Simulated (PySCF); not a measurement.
F2Ge, neutral, multiplicity 1. Atoms are numbered in the order given.

```xyz
3

Ge     0.0000     0.0000     0.4177
F      0.0000    -1.3212    -0.7425
F      0.0000     1.3212    -0.7425
```
Charge 0, spin multiplicity 1.

Geometry: B3LYP-D3(BJ)/def2-TZVP. The isomer is the one that the SMILES or the coordinates give; other isomers of the formula were not compared.

Method: B3LYP/def2-TZVPD in PySCF.

Symmetry labels are those of the subgroup C2v that the program uses (full group C2v).

Q: List the valence orbital energies around the gap with their symmetry. (Estimate from the structure and the level; the computed values follow.)

A: 
| orbital | symmetry | energy (eV) |
|---|---|---|
| HOMO−7 | B2 | -30.97 |
| HOMO−6 | A1 | -15.23 |
| HOMO−5 | B2 | -12.61 |
| HOMO−4 | A1 | -11.89 |
| HOMO−3 | B1 | -11.86 |
| HOMO−2 | A2 | -11.23 |
| HOMO−1 | B2 | -10.91 |
| HOMO | A1 | -8.93 |
| LUMO | B1 | -2.99 |
| LUMO+1 | B2 | -0.57 |
| LUMO+2 | A1 | -0.04 |
| LUMO+3 | A1 | 0.61 |
